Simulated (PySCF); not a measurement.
Constitutional and geometric isomers with formula C2H6N2. Isolated molecules, 0 K electronic values unless said otherwise. One relaxed conformer stands for each flexible species; it need not be the lowest. Strings in code marks are SMILES.

All values below come from B3LYP-D3(BJ)/def2-TZVP (PySCF 2.14.0). All candidates: neutral, multiplicity 1. B3LYP has the VWN-RPA correlation part, as in Gaussian. 

```yaml
HOMO–LUMO gap: 6.24 eV
HOMO: -6.78 eV
```

Q: Name which member has these values.
(A) `[H]/N=C\CN`
(B) `C/N=C/N`
(C) `[H]/N=C(/C)N`
(D) `C/N=C\N`

A: A, `[H]/N=C\CN`. The others give `C/N=C\N`: 7.06 eV, -6.59 eV; `[H]/N=C(/C)N`: 7.11 eV, -6.76 eV; `C/N=C/N`: 7.07 eV, -6.46 eV
